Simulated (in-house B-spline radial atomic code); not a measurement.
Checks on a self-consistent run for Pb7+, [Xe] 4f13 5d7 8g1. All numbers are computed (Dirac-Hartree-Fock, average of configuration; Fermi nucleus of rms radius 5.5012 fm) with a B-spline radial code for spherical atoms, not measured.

```
orbital        q       ε (Eh)     <1/r>         <r²>  small-component weight
  1s1/2        2  -3260.89909   101.241  0.000357429                0.097815
  2s1/2        2   -592.94894   25.0491   0.00536188                0.022583
  2p1/2        2   -568.54169   24.9593   0.00378518                0.022633
  2p3/2        4   -487.96366   19.9538   0.00496336                0.019922
  3s1/2        2   -148.86171   9.19976    0.0346556               0.0076184
  3p1/2        2   -137.90982   9.09719    0.0315754               0.0075489
  3p3/2        4   -119.69850   7.79454    0.0378524               0.0067735
  3d3/2        4   -101.90815   7.67408    0.0289657               0.0066281
  3d5/2        6    -98.06972   7.38359    0.0306687               0.0064187
  4s1/2        2    -38.93417   3.90138     0.165476               0.0026132
  4p1/2        2    -34.15179   3.79128     0.167995               0.0025185
  4p3/2        4    -29.59991   3.36163     0.197129               0.0022474
  4d3/2        4    -21.79182   3.16159     0.204664               0.0020394
  4d5/2        6    -20.92937   3.06116     0.214825               0.0019636
  5s1/2        2    -10.55392   1.63494     0.788856              0.00071087
  5p1/2        2     -8.76837   1.53237     0.880839              0.00064198
  5p3/2        4     -7.83441     1.386      1.02731              0.00056309
  4f5/2   5.5714    -10.83576   2.73764     0.229855               0.0016131
  4f7/2   7.4286    -10.64003   2.69989     0.235671               0.0015824
  5d3/2      2.8     -5.24360   1.17995      1.38012              0.00042746
  5d5/2      4.2     -5.11244   1.14603        1.448              0.00040827
  8g7/2  0.44444     -0.51054  0.133776      123.654              1.5415e-05
  8g9/2  0.55556     -0.51071  0.133854      123.557              1.5436e-05
```

Electron-electron repulsion V_ee = 7323.9154 hartree.

(1) What total energy follows from the eigenvalues?

(2) Does the Dirac virial theorem hold?

(3) What diamagnetic shielding (Lamb formula) and susceptibility (Langevin formula) do the radii give?

Results:

(1) The eigenvalues count the repulsion twice, so E = Σqε - V_ee = -13568.395 - 7323.915 = -20892.311 hartree; the run printed -20892.311.

(2) For a point nucleus E = -2c²Σq·w, with w the small-component weight. Here Σq·w = 0.55602 and c = 137.0360, so the ratio E/(-2c²Σq·w) is 1.000448; the finite nucleus accounts for the departure from 1.

(3) σ = (α²/3)Σq<1/r> = 640.367/(3·137.036²) = 11367 ppm, and χ = -0.79199×10⁻⁶·Σq<r²> = -117.4×10⁻⁶ cm³/mol with Σq<r²> = 148.21 bohr². Both are non-relativistic formulas without the paramagnetism of open shells; for so heavy an element the full relativistic shielding is larger by tens of per cent.
